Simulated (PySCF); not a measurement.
# Ionisation energy of Cd(2+) by level of theory

Cd(2+) [Kr] 4d10 (1S) → Cd(3+) [Kr] 4d9 (2D), as a difference of total energies. Computed with PySCF 2.14 in aug-cc-pwCVDZ-PP with ECP28MDF, with scalar relativity through the core potential. Correlated levels: valence and next inner shell: nothing frozen outside the core potential. The calculations carry no spin-orbit coupling.

```tsv
method	ionisation energy (eV)	difference from reference (eV)
UHF	35.922	-1.546
MP2 (valence and next inner shell)	37.621	+0.153
SCS-MP2 (valence and next inner shell)	37.382	-0.086
CCSD (valence and next inner shell)	37.229	-0.239
CCSD(T) (valence and next inner shell)	37.300	-0.168
```

Reference: 37.468 ± 0.006 eV (measured; NIST Atomic Spectra Database, ionization energies).

The reference lies between the lowest fine-structure levels, while these numbers refer to the centres of the terms.

Errors of the correlated levels include the incompleteness of this basis.
